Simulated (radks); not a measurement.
Question: All-electron atom: Nd25+ in [Ar] 3d10 4s2 4p5. All-electron calculation, non-relativistic Kohn-Sham, TPSS, spin-polarised, spherical densities, point nucleus; open shells are filled with parallel spins first (spin-orbit coupling, left out, can overturn this in heavy ions); meta-GGA in the generalised Kohn-Sham scheme; relativity is left out, which matters for an element this heavy. Program: a radial shooting solver on a logarithmic mesh with Libxc functionals. Some entries of the table are withheld. Estimate them.

orbital  occ.  eigenvalue (eV)  <r> (bohr)  <1/r> (bohr^-1)
1s up       1        -41951.74     0.02529            59.48
1s down     1        -41951.15     0.02529            59.48
2s up       1        -7241.325      0.1080            13.78
2s down     1        -7241.094      0.1080            13.78
2p up       3        -6904.266     0.09171            13.79
2p down     3        -6903.781     0.09171            13.79
3s up       1        -2152.868      0.2783            5.203
3s down     1        -2152.476      0.2783            5.202
3p up       3        -2006.479      0.2679            5.136
3p down     3        -2005.934      0.2679            5.136
3d up       5        -1737.923      0.2385            5.026
3d down     5        -1737.324      0.2384            5.026
4s up       1        -937.7661         (1)            2.448
4s down     1        -934.5240         (2)            2.448
4p up       3        -878.1284      0.5804            2.388
4p down     2        -874.9829      0.5807            2.388
4d up       0        -773.6382      0.5805              (3)
4d down     0        -770.7828      0.5807              (4)
5s up       0        -519.9068       1.006              (5)
5s down     0        -518.9050       1.007              (6)

Answer: 
(1) 4s up <r> (bohr): 0.5771
(2) 4s down <r> (bohr): 0.5774
(3) 4d up <1/r> (bohr^-1): 2.273
(4) 4d down <1/r> (bohr^-1): 2.273
(5) 5s up <1/r> (bohr^-1): 1.399
(6) 5s down <1/r> (bohr^-1): 1.398
